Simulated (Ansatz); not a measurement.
H5AlAs2, singlet, geometry from GFN2-xTB (such geometries of metal compounds can be far from the true shape), with bond 3-2 at 1.8 times its length; CASSCF(4,3)/STO-3G in Ansatz (a first-principles code).

Here is a job for Ansatz.
Ansatz 0.2 input:
```yaml
crystal:
  periodic: [false, false, false]
  atoms:
    - {symbol: Al, position_ang: [0.73123408, 0.00221292, -0.47445999]}
    - {symbol: As, position_ang: [0.31023661, -2.04918325, 0.73709430]}
    - {symbol: H, position_ang: [-2.14989386, -1.65925289, -0.43331749]}
    - {symbol: H, position_ang: [-0.11681347, -1.03763712, 1.80002354]}
    - {symbol: As, position_ang: [-0.63974296, 1.99048112, -0.56926166]}
    - {symbol: H, position_ang: [0.69443373, 2.62821937, -0.89869651]}
    - {symbol: H, position_ang: [-0.24525041, 2.03209797, 0.90664681]}
    - {symbol: H, position_ang: [2.09179953, 0.11827756, -1.26533691]}
basis:
  gaussian:
    orbitals: STO-3G
hamiltonian:
  xc: hf
magnetization: {spin_polarized: false}
correlation: {active_space: {window: {electrons: 4, orbitals: 3}}}
```

Problem. What does Ansatz print? Leave out banner, timings and long lists.

Solution. 
```
Functional definition: HF
522 factors; integrals over basis functions are off by at most 7.9e-5 eV
mean field evaluation 1: about -126810.7472 eV, gradient 1.7e1 eV
mean field evaluation 2: about -126810.7582 eV, gradient 1.7e1 eV
mean field evaluation 4: about -126812.5334 eV, gradient 2.7e0 eV
mean field evaluation 8: about -126812.5854 eV, gradient 9.7e-3 eV
mean field -126812.58535375 eV, -4660.2765550925 hartree, gradient 8.7e-6 eV, S^2 0.000000; 1 other end points of the search recorded, 0 dependent functions left out
reference -126812.58535375 eV, -4660.2765550925 hartree; 42, 42 occupied and 8, 8 virtual orbitals, 522 factors
state -126815.86679134 eV, -4660.3971456999 hartree
Total energy: -126815.86679134 eV, -4660.3971456999 hartree
```
